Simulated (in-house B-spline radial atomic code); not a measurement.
Ar⁷⁺. Computed with a B-spline radial atomic code. Model: all-electron spherical atom, spin shells full or empty, radial basis limit, no spin-orbit coupling: exact exchange with a local potential (Slater, KLI or optimised effective potential, whose far tail is KLI's), no correlation.

Empty minority-spin level lies below the highest occupied level: each spin potential is zero at infinity, spin occupations fixed.

Exchange potential has not reached -1/r at the last radius.

The run also made RPA and GW results, which its time includes.

The Slater potential averages the orbital exchange potentials with the orbital densities as weights, KLI adds orbital constants, and the optimised effective potential minimises the exact-exchange energy among local potentials. So their energies lie above Hartree-Fock in the order OEP, KLI, Slater. All fall off as −1/r, unlike LDA and GGA exchange.

Command:
```bash
python run_gw.py task.json out
```
Settings (nuclear radius in fm, other lengths in bohr, energies in hartree):
```
Z                      18
electrons              11
configuration          [Ne] 3s1
hamiltonian            x2c
method                 slater
lmax                   9
rms_radius             3.4274
spin_polarised         True
box_radius             8.41
intervals              99
ion_configuration      [He] 2s2 2p6
```

Cost of the run: 5.2 s on 1 thread of Arm Neoverse V1 (shared host).

Given: hamiltonian one-electron scalar X2C; mean-field start Slater potential.

Computed: energy above Hartree-Fock 61.965 millihartree.

```json
{"radius (bohr)": "0.00278", "r times exchange potential up (hartree bohr)": "-0.051535", "r times exchange potential down (hartree bohr)": "-0.05121"}
{"radius (bohr)": "0.00335", "r times exchange potential up (hartree bohr)": "-0.062048", "r times exchange potential down (hartree bohr)": "-0.061657"}
{"radius (bohr)": "0.00403", "r times exchange potential up (hartree bohr)": "-0.074559", "r times exchange potential down (hartree bohr)": "-0.07409"}
{"radius (bohr)": "0.00486", "r times exchange potential up (hartree bohr)": "-0.08977", "r times exchange potential down (hartree bohr)": "-0.089206"}
{"radius (bohr)": "0.00585", "r times exchange potential up (hartree bohr)": "-0.10781", "r times exchange potential down (hartree bohr)": "-0.10713"}
{"radius (bohr)": "0.00705", "r times exchange potential up (hartree bohr)": "-0.1295", "r times exchange potential down (hartree bohr)": "-0.1287"}
{"radius (bohr)": "0.00849", "r times exchange potential up (hartree bohr)": "-0.15527", "r times exchange potential down (hartree bohr)": "-0.15431"}
{"radius (bohr)": "0.0102", "r times exchange potential up (hartree bohr)": "-0.18542", "r times exchange potential down (hartree bohr)": "-0.18428"}
{"radius (bohr)": "0.0123", "r times exchange potential up (hartree bohr)": "-0.22172", "r times exchange potential down (hartree bohr)": "-0.22037"}
{"radius (bohr)": "0.0148", "r times exchange potential up (hartree bohr)": "-0.26377", "r times exchange potential down (hartree bohr)": "-0.26218"}
{"radius (bohr)": "0.0179", "r times exchange potential up (hartree bohr)": "-0.314", "r times exchange potential down (hartree bohr)": "-0.31216"}
{"radius (bohr)": "0.0215", "r times exchange potential up (hartree bohr)": "-0.36949", "r times exchange potential down (hartree bohr)": "-0.36737"}
{"radius (bohr)": "0.0259", "r times exchange potential up (hartree bohr)": "-0.43297", "r times exchange potential down (hartree bohr)": "-0.43058"}
{"radius (bohr)": "0.0312", "r times exchange potential up (hartree bohr)": "-0.50294", "r times exchange potential down (hartree bohr)": "-0.5003"}
{"radius (bohr)": "0.0376", "r times exchange potential up (hartree bohr)": "-0.57809", "r times exchange potential down (hartree bohr)": "-0.57524"}
{"radius (bohr)": "0.0453", "r times exchange potential up (hartree bohr)": "-0.65547", "r times exchange potential down (hartree bohr)": "-0.65252"}
{"radius (bohr)": "0.0546", "r times exchange potential up (hartree bohr)": "-0.73134", "r times exchange potential down (hartree bohr)": "-0.72841"}
{"radius (bohr)": "0.0658", "r times exchange potential up (hartree bohr)": "-0.79977", "r times exchange potential down (hartree bohr)": "-0.79707"}
{"radius (bohr)": "0.0792", "r times exchange potential up (hartree bohr)": "-0.85277", "r times exchange potential down (hartree bohr)": "-0.85055"}
{"radius (bohr)": "0.0954", "r times exchange potential up (hartree bohr)": "-0.88133", "r times exchange potential down (hartree bohr)": "-0.88002"}
{"radius (bohr)": "0.115", "r times exchange potential up (hartree bohr)": "-0.87867", "r times exchange potential down (hartree bohr)": "-0.87853"}
{"radius (bohr)": "0.138", "r times exchange potential up (hartree bohr)": "-0.86035", "r times exchange potential down (hartree bohr)": "-0.8599"}
{"radius (bohr)": "0.167", "r times exchange potential up (hartree bohr)": "-0.8748", "r times exchange potential down (hartree bohr)": "-0.86979"}
{"radius (bohr)": "0.201", "r times exchange potential up (hartree bohr)": "-0.9554", "r times exchange potential down (hartree bohr)": "-0.9436"}
{"radius (bohr)": "0.242", "r times exchange potential up (hartree bohr)": "-1.0828", "r times exchange potential down (hartree bohr)": "-1.0659"}
{"radius (bohr)": "0.292", "r times exchange potential up (hartree bohr)": "-1.2203", "r times exchange potential down (hartree bohr)": "-1.2018"}
{"radius (bohr)": "0.351", "r times exchange potential up (hartree bohr)": "-1.3315", "r times exchange potential down (hartree bohr)": "-1.3147"}
{"radius (bohr)": "0.423", "r times exchange potential up (hartree bohr)": "?", "r times exchange potential down (hartree bohr)": "?"}
{"radius (bohr)": "0.51", "r times exchange potential up (hartree bohr)": "-1.4041", "r times exchange potential down (hartree bohr)": "-1.4072"}
{"radius (bohr)": "0.614", "r times exchange potential up (hartree bohr)": "-1.3218", "r times exchange potential down (hartree bohr)": "-1.3837"}
{"radius (bohr)": "0.74", "r times exchange potential up (hartree bohr)": "-1.1223", "r times exchange potential down (hartree bohr)": "-1.3331"}
{"radius (bohr)": "0.891", "r times exchange potential up (hartree bohr)": "-0.95051", "r times exchange potential down (hartree bohr)": "-1.2741"}
{"radius (bohr)": "1.07", "r times exchange potential up (hartree bohr)": "-0.92778", "r times exchange potential down (hartree bohr)": "-1.2192"}
{"radius (bohr)": "1.29", "r times exchange potential up (hartree bohr)": "?", "r times exchange potential down (hartree bohr)": "?"}
{"radius (bohr)": "1.56", "r times exchange potential up (hartree bohr)": "-0.98626", "r times exchange potential down (hartree bohr)": "-1.1305"}
{"radius (bohr)": "1.88", "r times exchange potential up (hartree bohr)": "-0.9969", "r times exchange potential down (hartree bohr)": "-1.098"}
{"radius (bohr)": "2.26", "r times exchange potential up (hartree bohr)": "-0.99963", "r times exchange potential down (hartree bohr)": "-1.0718"}
```

(1) What belongs in the row 0.423?

(2) What belongs in the row 1.29?

```csv
occupied,level (hartree),Hartree-Fock level (hartree)
1s up,-123.22,-124.47
1s down,-123.17,-124.43
2s up,-17.191,-17.489
2s down,-17.188,-17.417
2p up,?,?
2p down,-14.796,-14.625
3s up,-5.419,-5.255
```

(3) What belongs in the row 2p up?

| empty | level (hartree) |
| --- | --- |
| 3s down | -5.6166 |
| 3p down | ? |
| 3p up | ? |
| 3d down | -4.1146 |
| 3d up | -3.9268 |
| 4s down | -2.7618 |
| 4s up | -2.7027 |
| 4p down | -2.527 |
| 4p up | -2.4709 |
| 4d down | -2.2128 |
| 4d up | -2.1627 |

(4) What belongs in the row 3p down?

(5) What belongs in the row 3p up?

## Answers

(1) r times exchange potential up (hartree bohr): -1.3985; r times exchange potential down (hartree bohr): -1.3866.

(2) r times exchange potential up (hartree bohr): -0.9602; r times exchange potential down (hartree bohr): -1.171.

(3) level (hartree): -14.805; Hartree-Fock level (hartree): -14.655.

(4) level (hartree): -4.9825.

(5) level (hartree): -4.792.

The highest level, 3s up, differs from Hartree-Fock by -4.5 eV and the deepest, 1s up, by +34.1 eV: the Slater potential lacks the response part and is deeper than the optimised one throughout, so the top level comes too deep.
